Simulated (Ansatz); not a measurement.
Coupled-cluster diagnostics for the cluster Pd₃H₅, Ansatz.

Geometry of the doublet (PBE-D4/def2-SVP):

```xyz
8

Pd   -0.654   -1.438    1.477
Pd   -0.076    0.711   -0.032
Pd    1.757   -1.238    0.240
H    -1.407   -0.214    0.603
H     1.323    0.013   -0.798
H    -0.992    2.035   -0.630
H     0.251   -1.971    0.171
H    -0.202    2.102   -1.031
```

In the def2 sets Pd takes a core potential; there is no spin–orbit coupling. Correlated methods freeze no core orbitals; core or outer-core shells of Pd are correlated, in sets that lack core-valence functions. In the doublet, H6 and H8 lie 0.89 Å apart (atoms count from 1), so H2 has formed as a molecule. The structure comes from a short search, and lower isomers may exist.

Q: Estimate the CCSD(T) correlation energy, the shares of MP2 and (T), T1 and the reference's ⟨S²⟩ for: charge 0, doublet, own geometry in def2-SVP; and the rough time on 2 threads of Arm Neoverse V2 on a shared host.

A: 
```tsv
state	basis	correlation (eV)	MP2 share (%)	(T) share (%)	T1	⟨S²⟩ (pure)	wall time	remarks
charge 0, doublet, own geometry	def2-SVP	-33.292	96.3	4.5	0.054	1.66 (0.75)	7.5 min	large T1, spin-contaminated
```
Customary marks for T1 are 0.02 (closed shells), 0.045 (open shells) and about 0.05 (3d metals). T1 exceeds 0.02 in 1 of 1 rows and 0.045 in 1; the higher it lies, the less the single-reference result can be trusted.
